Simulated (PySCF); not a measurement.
Field gradients at the hydrogen positions

Compound: 4-methylbenzotrifluoride, C8H7F3.
Z-matrix (Å and degrees, GFN2-xTB geometry), rows numbered from 1:
```
C 
C   1  1.4959
C   2  1.3905  1  120.67
C   3  1.3817  2  120.95  1  -179.10
C   4  1.3884  3  119.53  2     0.23
C   5  1.5001  4  119.85  3  -178.93
F   6  1.3430  5  112.92  4  -151.23
F   6  1.3503  5  112.22  4    89.15
F   6  1.3430  5  112.92  4   -30.46
C   5  1.3885  4  120.30  3    -0.49
C  10  1.3816  5  119.52  4     0.51
H   1  1.0869  2  110.97  3   -29.57
H   1  1.0902  2  109.77  3    89.75
H   1  1.0869  2  110.90  3  -151.00
H   3  1.0797  2  119.65  1     0.97
H   4  1.0792  3  120.60  2   179.91
H  10  1.0792  5  119.89  4  -179.80
H  11  1.0798  2  119.62  1    -0.91
```

Level: PBE0/pcSseg-1 (PySCF, non-relativistic); Q(2H) = 0.00286 b; rigid geometry, the same for H and D, with no vibrational averaging.

Task: Tabulate Vzz, the asymmetry η and χzz = 234.96 MHz × Q × Vzz for every hydrogen position.

Result: 
```json
{"atom": "H12", "bonded to": "C1", "bond length (Å)": "1.087", "Vzz (au)": "0.3143", "η": "0.03", "χzz (kHz)": "211"}
{"atom": "H13", "bonded to": "C1", "bond length (Å)": "1.090", "Vzz (au)": "0.3098", "η": "0.02", "χzz (kHz)": "208"}
{"atom": "H14", "bonded to": "C1", "bond length (Å)": "1.087", "Vzz (au)": "0.3142", "η": "0.03", "χzz (kHz)": "211"}
{"atom": "H15", "bonded to": "C3", "bond length (Å)": "1.080", "Vzz (au)": "0.3264", "η": "0.07", "χzz (kHz)": "219"}
{"atom": "H16", "bonded to": "C4", "bond length (Å)": "1.079", "Vzz (au)": "0.3237", "η": "0.06", "χzz (kHz)": "218"}
{"atom": "H17", "bonded to": "C10", "bond length (Å)": "1.079", "Vzz (au)": "0.3237", "η": "0.06", "χzz (kHz)": "217"}
{"atom": "H18", "bonded to": "C11", "bond length (Å)": "1.080", "Vzz (au)": "0.3262", "η": "0.07", "χzz (kHz)": "219"}
```

Task: Give the 2H NMR doublet splittings at H15 for a magnetic field along the z, y and x axes of the gradient: 3χ/2, 3χ(1 + η)/4, 3χ(1 − η)/4.

Result: With |χ| = 219.3 kHz and η = 0.072: 329, 176 and 153 kHz, to first order and without motion.

Geometry: GFN2-xTB; no solvent, vibrations or thermal averaging. GFN2-xTB frequencies show an imaginary mode (40i cm⁻¹), so this geometry is no minimum at that level. GFN2-xTB bond lengths can be off by several hundredths of an ångström, more for odd bonds, and the gradients follow them. The small basis limits the accuracy of the gradients.
